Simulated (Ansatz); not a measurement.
**Ligand exchange: C5H10 + CH4MgO2 → C5H10O + CH4MgO**

Species: C5H10 `C1CCCC1`, singlet; CH4MgO2 `C[O][Mg][OH]`, singlet; C5H10O `OC1CCCC1`, singlet; CH4MgO `C[O][MgH]`, singlet. The partners trade H for OH: C–H and Mg–OH bonds give way to C–OH and Mg–H.

Shapes, held fixed at every level: PBE0-D4/def2-TZVP. Flexible molecules stand in one conformer, not always the lowest. Programs: Ansatz 0.2.0. Electronic energies: no zero-point or thermal term.

```tsv
level	kind	ΔE (kJ/mol)	less CCSD(T)/def2-TZVPP
PBE-D4/def2-TZVPP	GGA	+170.8	-11.4
PBE0-D4/def2-TZVPP	global hybrid	+175.0	-7.2
r2SCAN0-D4/def2-TZVPP	global hybrid	+184.5	+2.3
wB97X-V/def2-TZVPP	range-separated hybrid	+175.9	-6.3
MP2/def2-SVP	perturbation theory	+194.5	+12.3
MP2/def2-TZVPP	perturbation theory	+197.1	+14.9
CCSD/def2-TZVPP	coupled cluster or CI	+185.2	+3.0
CCSD(T)/def2-TZVPP	coupled cluster or CI	+182.2	0.0
```

The highest level, CCSD(T)/def2-TZVPP, gives ΔE = +182.2 kJ/mol; the levels span +170.8 to +197.1. The column of differences is taken from that level and isn't an error. No measured value is set beside it here. Correlated rows may include outer-core shells of Mg, which these sets cover unevenly.
